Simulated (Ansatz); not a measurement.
Sn₂₁AsH₂₈⁺, a doped nanocrystal cut from the lattice of tin (As on an inner site). Total charge 1; triplet. Geometry r2SCAN-D4/def2-SVP, that of the charge +1 singlet; atoms count from 1.

```xyz
50

Sn   -0.2320    1.6974    4.6578
Sn   -3.7657   -0.9519    3.1098
Sn    4.1627    0.4242    3.8493
Sn    2.2051    3.7661    1.4994
Sn   -1.1632    1.2960    0.1798
Sn    1.4062    3.6062   -2.5130
Sn    3.1147    0.0999   -0.6253
Sn   -2.0248    1.3398   -4.3285
Sn    0.6119   -2.2243    2.2958
Sn   -2.8886   -4.8080    0.7672
Sn   -0.2800   -2.4033   -2.1778
Sn   -4.6549   -1.1284   -1.3463
Sn    2.3630    0.0656   -5.1711
Sn    2.3564    2.5533    4.0228
Sn   -1.1375   -0.0522    2.6550
Sn   -4.6129   -2.6176    1.0246
Sn    3.2106   -1.2678    1.8290
As    1.3404    2.0664   -0.3495
Sn   -2.0667   -0.2388   -2.0050
Sn    0.5959    2.2025   -4.8008
Sn    2.2838   -1.4522   -2.8171
Sn   -0.2975   -3.8793    0.2140
H    -0.2055    0.8667    6.1604
H    -1.2820    3.0499    4.7811
H    -4.7824    0.4254    3.2590
H    -3.7487   -1.7839    4.6128
H     4.2039   -0.4143    5.3454
H     5.7331    0.9982    3.4662
H     1.0545    5.0346    1.3593
H     3.6904    4.2792    0.8041
H    -1.8997    2.8581    0.2636
H     0.3802    4.9008   -2.0399
H     3.0375    4.1454   -2.4820
H     4.5147    1.0600   -0.9429
H    -3.0626    2.6945   -4.1417
H    -2.5634    0.3975   -5.6591
H     0.6331   -3.1069    3.7788
H    -2.8562   -5.7161    2.2239
H    -3.4029   -5.8243   -0.5175
H    -0.8143   -3.3973   -3.4836
H    -5.6701    0.2502   -1.1984
H    -5.2044   -2.0717   -2.6728
H     3.9514    0.6431   -5.4640
H     1.8406   -0.8854   -6.5000
H     2.9135    3.8066    5.0648
H    -6.2123   -3.1598    1.3649
H     4.2917   -2.5783    1.5332
H     0.6920    3.3639   -6.0691
H     3.4165   -2.7518   -2.8589
H     0.8244   -5.1779    0.0424
```

In the def2 sets Sn takes a core potential; there is no spin–orbit coupling. Single mean-field runs in def2-TZVP are fitted with def2-universal-jkfit. At PBE0-D4/def2-TZVP a singlet of charge 1 lies 3.34 eV below the triplet at the same geometry.

Q: Estimate the Mulliken populations of the heavy atoms from the PBE0/def2-TZVP orbitals of Ansatz.

A: 
```tsv
atom	charge (e)	spin (α − β)
Sn1	0.05	0.06
Sn2	0.03	0.04
Sn3	0.06	0.00
Sn4	0.16	0.19
Sn5	0.06	0.48
Sn6	0.16	0.19
Sn7	0.10	0.16
Sn8	0.05	0.05
Sn9	0.00	-0.02
Sn10	0.06	0.00
Sn11	0.00	-0.02
Sn12	0.03	0.04
Sn13	0.06	0.00
Sn14	0.03	0.01
Sn15	0.13	0.22
Sn16	0.03	0.00
Sn17	0.05	0.02
As18	-0.40	0.03
Sn19	0.13	0.22
Sn20	0.03	0.01
Sn21	0.05	0.02
Sn22	0.04	0.01
```
Mulliken values depend strongly on the basis.

Q: Where does the spin sit?

A: Summed by element: Sn 1.71, As 0.03, H 0.26, of 2 unpaired in all. Largest on single atoms: Sn5 0.48, Sn19 0.22, Sn15 0.22.

Q: And the Mayer bond orders between heavy atoms (over 0.3)?

A: Sn1–Sn14 0.87 (2.80 Å); Sn1–Sn15 0.77 (2.81 Å); Sn2–Sn15 0.81 (2.81 Å); Sn2–Sn16 0.86 (2.80 Å); Sn3–Sn14 0.87 (2.80 Å); Sn3–Sn17 0.84 (2.80 Å); Sn4–Sn14 0.83 (2.80 Å); Sn4–As18 0.74 (2.66 Å); Sn5–Sn15 0.69 (2.82 Å); Sn5–As18 0.66 (2.67 Å); Sn5–Sn19 0.69 (2.82 Å); Sn6–As18 0.74 (2.66 Å); Sn6–Sn20 0.83 (2.80 Å); Sn7–Sn17 0.81 (2.81 Å); Sn7–As18 0.79 (2.66 Å); Sn7–Sn21 0.81 (2.81 Å); Sn8–Sn19 0.77 (2.81 Å); Sn8–Sn20 0.87 (2.80 Å); Sn9–Sn15 0.84 (2.81 Å); Sn9–Sn17 0.84 (2.81 Å); Sn9–Sn22 0.83 (2.81 Å); Sn10–Sn16 0.87 (2.80 Å); Sn10–Sn22 0.85 (2.81 Å); Sn11–Sn19 0.84 (2.81 Å); Sn11–Sn21 0.84 (2.81 Å); Sn11–Sn22 0.83 (2.81 Å); Sn12–Sn16 0.86 (2.80 Å); Sn12–Sn19 0.81 (2.81 Å); Sn13–Sn20 0.87 (2.80 Å); Sn13–Sn21 0.84 (2.80 Å).
